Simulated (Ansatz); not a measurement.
Ansatz (a program for electronic structure) job for F3In, SMILES [F][In]([F])[F] (connectivity only; charge and spin as stated), charge -1, multiplicity 2, B3LYP-D3(BJ)/def2-SVPD. 

Ansatz 0.2 input:
```yaml
crystal:
  periodic: [false, false, false]
  atoms:
    - {symbol: In, position_ang: [0.00000000, 0.00000000, 0.00973748]}
    - {symbol: F, position_ang: [1.97665291, -1.14122109, -0.01767171]}
    - {symbol: F, position_ang: [-1.97665291, -1.14122109, -0.01767171]}
    - {symbol: F, position_ang: [0.00000000, 2.28244218, -0.01767171]}
basis:
  gaussian:
    orbitals: def2-SVPD
hamiltonian:
  xc: b3lyp
  dispersion: d3bj
total_charge: -1
magnetization: {spin_polarized: true, initial_magnetization: 1}
relax: {f_tol: 0.002, max_steps: 200}
```

Output:

```
WARN ansatz: RAYON_NUM_THREADS=1 ignored (pool sized by the plan → 1); use --threads N
Functional definition: B3LYP
integrals: 0.06 GiB planned
1138 factors; integrals over basis functions are off by at most 9.7e-5 eV
mean field: 0.67 GiB planned
mean field evaluation 1: about -13323.4586 eV, gradient 1.2e1 eV
mean field evaluation 2: about -13321.6401 eV, gradient 2.7e1 eV
mean field evaluation 4: about -13324.3192 eV, gradient 7.4e-1 eV
mean field evaluation 8: about -13324.3365 eV, gradient 1.7e-2 eV
mean field evaluation 16: about -13324.3365 eV, gradient 5.4e-5 eV
mean field -13324.33645352 eV, -489.6603331071 hartree, gradient 5.4e-5 eV, S^2 0.754036; 0 other end points of the search recorded, 0 dependent functions left out
the calculation of the forces begins
reference -13324.33670561 eV, -489.6603423714 hartree; 25, 24 occupied and 76, 77 virtual orbitals, 1138 factors
relax step   1: F+E_penalty+E_count = -13324.40917261 eV  Δ(F+E_penalty+E_count) = +0.000e0 eV  max|allowed force component| = 1.241e0 eV/Å  Δτ_max = 0.0000 Å  (29 SCF iters, accepted)
these checks for a lower state are left out or cut short: starts, cluster_reference, orbital_swaps, neighbouring_geometries, increment
integrals: 0.06 GiB planned
1138 factors; integrals over basis functions are off by at most 7.1e-5 eV
mean field: 0.68 GiB planned
mean field -13324.69429813 eV, -489.6734836542 hartree, gradient 2.3e-5 eV, S^2 0.751972; 0 other end points of the search recorded, 0 dependent functions left out
the calculation of the forces begins
reference -13324.69454802 eV, -489.6734928372 hartree; 25, 24 occupied and 76, 77 virtual orbitals, 1138 factors
relax step   2: F+E_penalty+E_count = -13324.76864176 eV  Δ(F+E_penalty+E_count) = -3.595e-1 eV  max|allowed force component| = 2.632e-1 eV/Å  Δτ_max = 0.1950 Å  (35 SCF iters, accepted)
these checks for a lower state are left out or cut short: starts, cluster_reference, orbital_swaps, neighbouring_geometries, increment
integrals: 0.06 GiB planned
1138 factors; integrals over basis functions are off by at most 7.5e-5 eV
mean field: 0.68 GiB planned
mean field evaluation 32: about -13324.7139 eV, gradient 2.4e-5 eV
mean field -13324.71390105 eV, -489.6742040482 hartree, gradient 2.4e-5 eV, S^2 0.752189; 0 other end points of the search recorded, 0 dependent functions left out
the calculation of the forces begins
reference -13324.71414974 eV, -489.6742131873 hartree; 25, 24 occupied and 76, 77 virtual orbitals, 1138 factors
relax step   3: F+E_penalty+E_count = -13324.78787072 eV  Δ(F+E_penalty+E_count) = -1.923e-2 eV  max|allowed force component| = 2.822e-1 eV/Å  Δτ_max = 0.0365 Å  (32 SCF iters, accepted)
these checks for a lower state are left out or cut short: starts, cluster_reference, orbital_swaps, neighbouring_geometries, increment
integrals: 0.06 GiB planned
1138 factors; integrals over basis functions are off by at most 9.8e-5 eV
mean field: 0.67 GiB planned
mean field -13324.78868690 eV, -489.6769523773 hartree, gradient 2.2e-5 eV, S^2 0.752895; 0 other end points of the search recorded, 0 dependent functions left out
the calculation of the forces begins
reference -13324.78893758 eV, -489.6769615898 hartree; 25, 24 occupied and 76, 77 virtual orbitals, 1138 factors
relax step   4: F+E_penalty+E_count = -13324.86229855 eV  Δ(F+E_penalty+E_count) = -7.443e-2 eV  max|allowed force component| = 6.976e-1 eV/Å  Δτ_max = 0.1975 Å  (35 SCF iters, accepted)
these checks for a lower state are left out or cut short: starts, cluster_reference, orbital_swaps, neighbouring_geometries, increment
integrals: 0.06 GiB planned
1138 factors; integrals over basis functions are off by at most 1.1e-4 eV
mean field: 0.68 GiB planned
mean field -13324.89589488 eV, -489.6808921980 hartree, gradient 2.4e-5 eV, S^2 0.752894; 0 other end points of the search recorded, 0 dependent functions left out
the calculation of the forces begins
reference -13324.89615135 eV, -489.6809016232 hartree; 25, 24 occupied and 76, 77 virtual orbitals, 1138 factors
relax step   5: F+E_penalty+E_count = -13324.97029633 eV  Δ(F+E_penalty+E_count) = -1.080e-1 eV  max|allowed force component| = 9.253e-1 eV/Å  Δτ_max = 0.1910 Å  (32 SCF iters, accepted)
these checks for a lower state are left out or cut short: starts, cluster_reference, orbital_swaps, neighbouring_geometries, increment
integrals: 0.06 GiB planned
1138 factors; integrals over basis functions are off by at most 7.1e-5 eV
mean field: 0.68 GiB planned
mean field -13325.02969157 eV, -489.6858091355 hartree, gradient 7.5e-6 eV, S^2 0.752329; 0 other end points of the search recorded, 0 dependent functions left out
the calculation of the forces begins
reference -13325.02995039 eV, -489.6858186473 hartree; 25, 24 occupied and 76, 77 virtual orbitals, 1138 factors
relax step   6: F+E_penalty+E_count = -13325.10587849 eV  Δ(F+E_penalty+E_count) = -1.356e-1 eV  max|allowed force component| = 7.779e-1 eV/Å  Δτ_max = 0.1248 Å  (33 SCF iters, accepted)
these checks for a lower state are left out or cut short: starts, cluster_reference, orbital_swaps, neighbouring_geometries, increment
integrals: 0.06 GiB planned
1138 factors; integrals over basis functions are off by at most 5.9e-5 eV
mean field: 0.68 GiB planned
mean field evaluation 64: about -13325.0886 eV, gradient 2.0e-5 eV
mean field -13325.08858077 eV, -489.6879732739 hartree, gradient 2.0e-5 eV, S^2 0.751914; 0 other end points of the search recorded, 0 dependent functions left out
the calculation of the forces begins
reference -13325.08883815 eV, -489.6879827326 hartree; 25, 24 occupied and 76, 77 virtual orbitals, 1138 factors
relax step   7: F+E_penalty+E_count = -13325.16594633 eV  Δ(F+E_penalty+E_count) = -6.007e-2 eV  max|allowed force component| = 2.633e-1 eV/Å  Δτ_max = 0.0580 Å  (32 SCF iters, accepted)
these checks for a lower state are left out or cut short: starts, cluster_reference, orbital_swaps, neighbouring_geometries, increment
integrals: 0.06 GiB planned
1138 factors; integrals over basis functions are off by at most 5.9e-5 eV
mean field: 0.68 GiB planned
mean field -13325.09227835 eV, -489.6881091575 hartree, gradient 1.9e-5 eV, S^2 0.751844; 0 other end points of the search recorded, 0 dependent functions left out
the calculation of the forces begins
reference -13325.09253521 eV, -489.6881185967 hartree; 25, 24 occupied and 76, 77 virtual orbitals, 1138 factors
relax step   8: F+E_penalty+E_count = -13325.16971318 eV  Δ(F+E_penalty+E_count) = -3.767e-3 eV  max|allowed force component| = 2.505e-2 eV/Å  Δτ_max = 0.0165 Å  (33 SCF iters, accepted)
these checks for a lower state are left out or cut short: starts, cluster_reference, orbital_swaps, neighbouring_geometries, increment
integrals: 0.06 GiB planned
1138 factors; integrals over basis functions are off by at most 5.9e-5 eV
mean field: 0.68 GiB planned
mean field -13325.09231418 eV, -489.6881104742 hartree, gradient 7.3e-5 eV, S^2 0.751839; 0 other end points of the search recorded, 0 dependent functions left out
the calculation of the forces begins
reference -13325.09257098 eV, -489.6881199112 hartree; 25, 24 occupied and 76, 77 virtual orbitals, 1138 factors
relax step   9: F+E_penalty+E_count = -13325.16974763 eV  Δ(F+E_penalty+E_count) = -3.445e-5 eV  max|allowed force component| = 2.459e-4 eV/Å  Δτ_max = 0.0022 Å  (22 SCF iters, accepted)
integrals: 0.06 GiB planned
1138 factors; integrals over basis functions are off by at most 5.9e-5 eV
mean field: 0.68 GiB planned
mean field evaluation 96: about -13325.0923 eV, gradient 7.3e-5 eV
mean field -13325.09231418 eV, -489.6881104742 hartree, gradient 7.3e-5 eV, S^2 0.751839; 1 other end points of the search recorded, 0 dependent functions left out
the calculation of the forces begins
reference -13325.09257098 eV, -489.6881199112 hartree; 25, 24 occupied and 76, 77 virtual orbitals, 1138 factors
Total energy: -13325.17000442 eV, -489.6909655379 hartree
Atom 0 at     0.000000    -0.000024     0.562104 Å, force    -0.000000     0.000160    -0.000237 eV/Å
Atom 1 at     1.661920    -0.959416    -0.201736 Å, force     0.000246    -0.000154     0.000058 eV/Å
Atom 2 at    -1.661920    -0.959416    -0.201736 Å, force    -0.000246    -0.000154     0.000058 eV/Å
Atom 3 at    -0.000000     1.918856    -0.201908 Å, force     0.000000     0.000148     0.000121 eV/Å
Dipole moment:     0.000000    -0.000043     0.628279 e Å
```

The run converged.

Cost: around 30 core-seconds (rough).
